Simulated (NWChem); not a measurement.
CH3ClO2Si; SMILES O=CO[SiH2]Cl

```xyz
8

O      1.0616    -1.8434     0.3928
C      0.2189    -1.8991    -0.4532
O     -0.7189    -0.9658    -0.6524
Si    -0.8304     0.4096     0.3470
Cl     0.7177     1.6972    -0.0424
H      0.1051    -2.7302    -1.1798
H     -0.8210     0.0119     1.7726
H     -2.1002     1.0376    -0.0785
```
Atoms are numbered in this order, from 1.

Results from NWChem. Pople sets run with spherical d functions. All runs use the structure optimised with PBE0/def2-SVP. GIAO values for the isolated, static molecule; σ is the absolute isotropic shielding, δ = σ(reference) − σ with the isolated reference molecule computed at the same levels (13C: tetramethylsilane, 1H: tetramethylsilane, 17O: water, 29Si: tetramethylsilane).

| level | δ O1 (ppm) | δ C2 (ppm) | δ O3 (ppm) | δ Si4 (ppm) | σ Cl5 (ppm) | δ H6 (ppm) | δ H7 (ppm) |
|---|---|---|---|---|---|---|---|
| B3LYP/6-31G* | 410.8 | 145.0 | 197.6 | 6.2 | 927.6 | 7.78 | 5.80 |
| Hartree-Fock/6-31G* | 409.1 | 153.6 | 159.4 | -7.6 | 991.0 | 8.01 | 5.51 |
| B3LYP/6-311G** | 482.6 | 160.8 | 241.3 | -12.5 | 892.9 | 7.94 | 5.86 |
